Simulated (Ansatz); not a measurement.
`B[SiH](O)[SiH3]` + silanol → `O[SiH]([SiH3])O[SiH3]` + BH₃ at 400 K and 1 bar (cleavage of the Si–B bond).

Computed with Ansatz on PBE0-D4/def2-TZVP structures; ΔE is electronic, products minus reactants. CCSD(T)/CBS is the MP2 limit (def2-TZVPP, def2-QZVPP) plus CCSD(T) − MP2 in def2-TZVPP, frozen cores. This one scheme is used for every species. Each species was taken in one conformer, which may not be the lowest.

| species | CCSD(T)/CBS energy (Eh) | H − E (kJ/mol) | S (J/(mol·K)) |
| --- | --- | --- | --- |
| `B[SiH](O)[SiH3]` | -682.33266 | 215.2 | 401.8 |
| `O[SiH3]` | -366.69042 | 120.0 | 276.4 |
| `O[SiH]([SiH3])O[SiH3]` | -1022.52413 | 249.9 | 466.9 |
| BH₃ | -26.55200 | 82.6 | 199.4 |

H − E and S are ideal-gas, rigid-rotor, harmonic terms from PBE0-D4/def2-TZVP, for one conformer and one mirror image of each species. 1 Eh = 2625.50 kJ/mol, R = 8.31446 J/(mol·K).

By hand: ΔE, ΔH, ΔS and ΔG.

ΔE = (-1022.52413) + (-26.55200) − (-682.33266) − (-366.69042) = -0.05305 Eh = -139.3 kJ/mol. Δ(H − E) = 249.9 + 82.6 − 215.2 − 120.0 = -2.7, so ΔH = -142.0 kJ/mol. ΔS = 466.9 + 199.4 − 401.8 − 276.4 = -11.9 J/(mol·K). ΔG = -142.0 − 400 × (-11.9)/1000 = -137.2 kJ/mol.

By hand: the equilibrium constant, and the temperature at which ΔG would vanish if ΔH and ΔS stayed fixed.

log₁₀ K = −ΔG/(RT ln 10) = 17.9. ΔG = 0 at ΔH/ΔS = 11933 K, far beyond where these terms or the molecules hold.

The number of gas molecules stays the same, so ΔS is small and ΔH decides. A doubt of 5 kJ/mol in ΔE shifts log₁₀ K by 0.7 here. Other conformers and mirror images would add mixing entropy, several J/(mol·K) or more a flexible species. Modes under 60 cm⁻¹, often nearly free rotors, make the harmonic entropy too high. These are equilibria of isolated gas molecules and say nothing of rates. Largest T1 diagnostic: 0.014 (customary marks: 0.02 for closed shells, 0.045 for open ones).
